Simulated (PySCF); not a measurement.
A species of formula C2H8OSSi has this rotational fingerprint, computed with PBE0-D3(BJ)/def2-SVP geometry optimisation, gas phase (PySCF):

| Property | Result |
| --- | --- |
| Rotational constants | A = 8671, B = 1312, C = 1206 MHz |
| Dipole components | \|μa\| = 0.74 D, \|μb\| = 0.56 D, \|μc\| = 1.22 D |
| Inertial defect | -24.60 u·Å² |
| κ | -0.97 |

Problem. Which candidate fits, each taken in the one conformer that was computed?
A. `[CH3:1][S:2][CH2:3][O:4][SiH3:5]` with C1–S2–C3–O4 -64°, S2–C3–O4–Si5 -171°
B. `[CH3:1][O:2][SiH2:3][S:4][CH3:5]` with C1–O2–Si3–S4 48°, O2–Si3–S4–C5 -88°
C. `[CH3:1][O:2][CH2:3][SiH2:4][SH:5]` with C1–O2–C3–Si4 178°, O2–C3–Si4–S5 -53°, C3–Si4–S5–H 37°

Solution. A. It is CSCO[SiH3], a near-prolate asymmetric top, point group C1. The candidates at the same level (rigid rotor, commonest isotopes):

| SMILES | A (MHz) | B (MHz) | C (MHz) | μa (D) | μb (D) | μc (D) | Δ (u·Å²) | point group | rotor |
| --- | --- | --- | --- | --- | --- | --- | --- | --- | --- |
| COC[SiH2]S | 5368 | 1631 | 1325 | 2.62 | 0.74 | 0.59 | -22.68 | C1 | asymmetric top |
| CSCO[SiH3] | 8671 | 1312 | 1206 | 0.74 | 0.56 | 1.22 | -24.60 | C1 | near-prolate asymmetric top |
| CO[SiH2]SC | 4675 | 1988 | 1636 | 0.26 | 1.86 | 1.26 | -53.40 | C1 | asymmetric top |

`CO[SiH2]SC` has B 52 % too high; `COC[SiH2]S` has A 38 % too low. No structure here is proved a minimum.
